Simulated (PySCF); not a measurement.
Species: C10H8O2.
Atom-mapped SMILES: `[CH2:1]=[CH:2][C@@H:3]1[O:4][C:5](=[O:6])[c:7]2[cH:8][cH:9][cH:10][cH:11][c:12]21` (hydrogens: H13, H14 on C1; H15 on C2; H16 on C3; H17 on C8; H18 on C9; H19 on C10; H20 on C11)

Method: PBE0-D3(BJ)/def2-SVP geometry optimisation, gas phase in PySCF 2.14.0.

(1) Give the optimised bond lengths and angles.

## Answers

(1) 
```
   bond  length (Å)     order
  C1=C2       1.332    double
  C2–C3       1.496    single
  C3–O4       1.428    single
  O4–C5       1.362    single
  C5=O6       1.195    double
  C5–C7       1.481    single
  C7–C8       1.392  aromatic
  C8–C9       1.393  aromatic
 C9–C10       1.402  aromatic
C10–C11       1.396  aromatic
C11–C12       1.390  aromatic
 C3–C12       1.508    single
 C7–C12       1.387  aromatic
 C1–H13       1.093    single
 C1–H14       1.095    single
 C2–H15       1.096    single
 C3–H16       1.104    single
 C8–H17       1.092    single
 C9–H18       1.092    single
C10–H19       1.093    single
C11–H20       1.092    single
```

Orders are formal, as drawn. A selection of angles:
```
      angle  degrees
   C1–C2–C3    123.8
   C2–C3–O4    110.5
  C2–C3–C12    113.4
  O4–C3–C12    104.2
   C3–O4–C5    112.4
   O4–C5–O6    123.1
   O4–C5–C7    107.1
   O6–C5–C7    129.8
   C5–C7–C8    129.6
  C5–C7–C12    108.3
  C8–C7–C12    122.0
   C7–C8–C9    117.5
  C8–C9–C10    120.6
 C9–C10–C11    121.3
C10–C11–C12    117.7
 C3–C12–C11    131.2
  C3–C12–C7    108.0
 C7–C12–C11    120.8
```

Dihedral angles: C1–C2–C3–O4 -128° (anticlinal); C2–C3–O4–C5 -123° (anticlinal); C3–O4–C5–O6 180° (antiperiplanar); O4–C5–C7–C8 179° (antiperiplanar); C2–C3–C12–C11 -59° (synclinal).

The 3 C–O bonds span 1.195 Å (C5=O6, drawn double) to 1.428 Å (C3–O4, drawn single), a spread of 0.233 Å. Of the pairs four or more bonds apart, H14···H16 is among the closest relative to their van der Waals radii: 2.41 Å, 100 % of the sum of Bondi's values. The 10 C–C bonds span 1.332 Å (C1=C2, drawn double) to 1.508 Å (C3–C12, drawn single), a spread of 0.176 Å. The 6-membered ring C7–C8–C9–C10–C11–C12 has internal angles of 117.5° to 122.0° (sum 720°, against 720° for a flat polygon); it is planar, 0.00 Å rms from its mean plane, widest ring torsion 1°. The 5-membered ring C3–O4–C5–C7–C12 has internal angles of 104.2° to 112.4° (sum 540°, against 540° for a flat polygon); it is planar, 0.00 Å rms from its mean plane, widest ring torsion 1°.

Point group: C1 (no symmetry element, even within 0.4 Å). No frequency check. One conformer, not necessarily the lowest.
